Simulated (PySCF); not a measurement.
Compound: 3-methylbut-2-enamide, C5H9NO.
Atom-mapped SMILES: `[CH3:1][C:2]([CH3:3])=[CH:4][C:5]([NH2:6])=[O:7]` (hydrogens: H8, H9, H10 on C1; H11, H12, H13 on C3; H14 on C4; H15, H16 on N6)

Cartesian coordinates in Å at the PBE0-D3(BJ)/def2-SVP level; atoms count from 1:
```xyz
16
C5H9NO angstrom
C     -1.607    1.236   -0.781
C     -0.695    0.325   -0.021
C     -1.256   -0.265    1.239
C      0.550    0.078   -0.476
C      1.530   -0.807    0.193
N      2.718   -0.930   -0.466
O      1.322   -1.394    1.242
H     -2.519    0.695   -1.086
H     -1.134    1.658   -1.678
H     -1.945    2.067   -0.137
H     -2.314    0.008    1.366
H     -1.151   -1.358    1.249
H     -0.689    0.082    2.117
H      0.865    0.563   -1.407
H      2.923   -0.432   -1.318
H      3.436   -1.504   -0.045
```

Linear response at CAM-B3LYP/def2-SVPD (PySCF, frozen core in the response, non-relativistic).

Static isotropic polarisability: 76.09 au (11.28 Å³), principal values 51.8, 75.1, 101.3 au.

**Question.** What is the polarisability at 1064 nm and at the sodium D line?

**Answer.** 76.93 au at 1064 nm (+1.1 %), 78.98 au at 589.3 nm (+3.8 %). The rise at 589.3 nm is 3.45 times that at 1064 nm; a pure ω² law gives 3.26. The lowest singlet lies at 252 nm, shorter than both wavelengths.

**Question.** What is the isotropic C6 coefficient between two such molecules, C6 = (3/π)∫α(iω)² dω?

**Answer.** 2324 au (Eh·bohr⁶) by a ten-point quadrature over imaginary frequencies, which is 1390 eV·Å⁶ or 134 J·nm⁶/mol.

**Question.** Which effective excitation energy ω̄ makes London's formula C6 = (3/4)α²ω̄ exact here?

**Answer.** ω̄ = 4·C6/(3α²) = 0.535 Eh = 14.6 eV. A one-pole form α(ω) = α/(1 − ω²/ω̄²) fitted to the 1064 nm value gives 11.2 eV.

**Question.** How many electrons N does the Slater–Kirkwood formula C6 = (3/4)·√N·α^(3/2) need to give this C6?

**Answer.** N = (4·C6/3)²/α³ = 21.8; the species has 54 electrons in all.

**Question.** What n − 1 at the D line would an ideal gas of it have at 273.15 K and 1 atm (2.6868 × 10¹⁹ cm⁻³), by n − 1 = 2π·N·α′?

**Answer.** 19.76 × 10⁻⁴, a formal value whether or not that pressure can be reached.

**Question.** What three-body coefficient follows from the one-pole estimate C9 = (3/4)·α·C6?

**Answer.** 133000 au. This is an estimate from the two numbers above, not a computed integral.

**Question.** The lowest 6 singlets have (eV, f): 4.92, 0.000; 6.07, 0.468; 6.57, 0.082; 6.84, 0.000; 7.16, 0.013; 7.20, 0.045. What share of the static polarisability do they carry in the sum over states α = Σ f/ω²?

**Answer.** 11.65 au, 15.3 % of α; the largest term, 9.40 au, is that of the state at 6.07 eV. Their oscillator strengths add up to 0.61. Higher states carry the rest.

**Question.** How anisotropic is the static polarisability, by Δα² = ½[(α1 − α2)² + (α2 − α3)² + (α3 − α1)²]?

**Answer.** Δα = 42.9 au, or 0.56 of the isotropic value.

**Question.** What molar refraction at the D line follows from R = (4π/3)·N_A·α′, with α′ the polarisability volume?

**Answer.** α′ = 11.70 Å³ gives R = 29.52 cm³/mol, for isolated, non-vibrating species.

The run took 37 s wall on one thread of an Arm Neoverse V2, no GPU (shared host), and the process peaked at 1.0 GiB of memory. This is the whole response run at CAM-B3LYP/def2-SVPD, SCF included.

One conformer stands for the species.
